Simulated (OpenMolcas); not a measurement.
**In2+: CASPT2 settings compared**

* Program: OpenMolcas 26.06
* Basis: ANO-RCC-VQZP [8s7p5d3f2g]
* Scalar Hamiltonian: DKH4, point nucleus
* Active space: 1 electron in 4 orbitals (5s 5p)
* State averaging: 2S+1 = 2 even, 1 root; 2S+1 = 2 odd, 3 roots
* Spin-orbit coupling: RASSI with atomic mean-field integrals over the reference wave functions, term energies averaged over their components

Methods on the same reference wave functions:
A. CASSCF
B. SS-CASPT2, IPEA 0.4 Eh, sigma2 regulariser 0.5 Eh (closed shells correlated: 4s 4p 4d)
C. XMS-CASPT2, IPEA 0.1 Eh, sigma1 regulariser 0.4 Eh (closed shells correlated: 4d)

Energies in cm⁻¹ above 5s ²S_1/2, the measured ground level; measured values from Moore, Atomic Energy Levels, vol. III, NSRDS-NBS 35 (1971 reprint of NBS Circular 467, 1958).

| Level | A | B | C | Measured |
| --- | --- | --- | --- | --- |
| 5s ²S_1/2 | 0.0 | 0.0 | 0.0 | 0.0 |
| 5p ²P°_1/2 | 54263 | 58509 | 57638 | 57181 |
| 5p ²P°_3/2 | 57734 | 61979 | 61109 | 61523 |

Deviations, from unrounded energies. A percentage is the sum of absolute deviations over the sum of measured energies, with the sign that they share, or ± where signs differ.

```
           Against measurement  Levels     A     B     C
mean absolute deviation (cm-1)       2  3400   890   440
      other configurations (%)       2  -5.7  +1.5  ±0.7
```

C lies closest to measurement on these levels and A furthest from it. The largest miss of C in the table is 5p ²P°_1/2, by +460 cm-1. The ranking rests on the paired levels alone, and a cruder setting can come out closer through cancelling errors.

Between B and C the level of the table that moves most is 5p ²P°_1/2, by 870 cm-1 (lowest in C, highest in B).

The lowest spin-free term lies below A's lowest term by 0.689 hartree in B, 0.408 hartree in C.

With one active electron the reference holds no correlation, so core polarisation is missing (holds for A). With one active electron, CASPT2 adds the correlation within the correlated inactive shells and between them and that electron, and leaves the splitting within a term as the reference gives it (holds for B; C). Measured partners are found by configuration, term and J. A level has none where our copy of the source lacks it or the pairing is in doubt (some pairs that miss far off the trend of their configuration count as doubtful), and it then counts in no deviation. Only configurations of the active space appear.

° marks odd parity.
